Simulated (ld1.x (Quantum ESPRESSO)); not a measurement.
# Before and after: TM potential for selenium (Se)

* Element: selenium
* Generator: ld1.x (Quantum ESPRESSO) 7.5
* Type: norm-conserving Troullier–Martins (Kleinman–Bylander form)
* Functional: PBEsol
* Relativity: scalar-relativistic
* Frozen core: [Ar]
* Valence charge: 16
* Reference configuration: 3d10 4s1.5 4p4.5
* Partial waves: 4s (bound): rc 1.50 bohr; 4p (bound): rc 1.40 bohr; 3d (bound): rc 0.85 bohr
* Local potential: the d channel
* Core correction: a·sin(br)/r model core inside 0.45 bohr

All-electron outer shells of the reference configuration (PBEsol, scalar-relativistic, ld1.x):

```csv
shell,level (eV),outermost node (bohr),outermost maximum (bohr)
3s,-213.92,0.24,0.50
3p,-153.58,0.21,0.50
3d,-53.92,–,0.45
4s,-17.71,0.70,1.51
4p,-6.82,0.74,1.80
```

Change: wave 3d (bound): rc 0.85 bohr becomes 3d (bound): rc 0.94 bohr.

Cutoffs: the cutoffs (Ry, on a coarse ladder) from which the occupation-weighted sum of valence levels, in a spherical-Bessel basis at the reference potential, stays within 10 and 1 mRy of its value at 400 Ry; they do not see the model core or the augmentation charge, which bear on the density cutoff. Errors are all-electron minus pseudo energies relative to the spin-unpolarised reference configuration.

Predict the effect on cutoff, ghosts and configuration errors.

Both files keep a bound ghost (p, s); the number of tests that count goes from 6 to 7; of the 6 tests that both files solve, the error grows in 0 and shrinks in 2 by more than 15 % and 0.3 meV (median size 0.9 → 0.9 meV).

```tsv
quantity	base	changed
cutoff, loose	over 300 Ry	300 Ry
cutoff, tight	over 300 Ry	over 300 Ry
loose cutoff by channel (10 mRy a level)	s 30 Ry, p 45 Ry, d 300 Ry	s 30 Ry, p 45 Ry, d 260 Ry
bound ghosts	s, p	s, p
tests counted (converged, no solver errors)	6 of 7	7 of 7
error for 3d10 4s2 4p4, meV [ΔE -5.42 eV]	+0.6	+0.5
error for 3d10 4s2 4p3, meV [ΔE 5.43 eV]	-0.3	-0.5
error for 3d10 4s2 4p2, meV [ΔE 25.80 eV]	+5.4	+4.1
error for 3d10 4s2 4p1, meV [ΔE 56.70 eV]	+21	+17
error for 3d10 4s1 4p5, meV [ΔE 5.47 eV]	-0.4	-0.4
error for 3d10 4s2 4p4.3, meV [ΔE -7.01 eV]	+1.3	+1.2
s: phases at 1.66 bohr within 0.05 rad from the reference energy up to (Ry; the scan ends near 5)	1.8	2.4
p: phases at 1.66 bohr within 0.05 rad from the reference energy up to (Ry; the scan ends near 5)	to the end of the scan	to the end of the scan
d: phases at 1.66 bohr within 0.05 rad from the reference energy up to (Ry; the scan ends near 5)	1.8	1.4
```

Base: Tests not counted: 3d9 4s2 4p4 (solver errors, printed error -3446 eV). A true bound ghost makes a file unfit for plane-wave use even where its test errors are small: the radial tests pick states by their node count and pass the ghost by. Where a test does run into it, the solver fails or the error is huge.
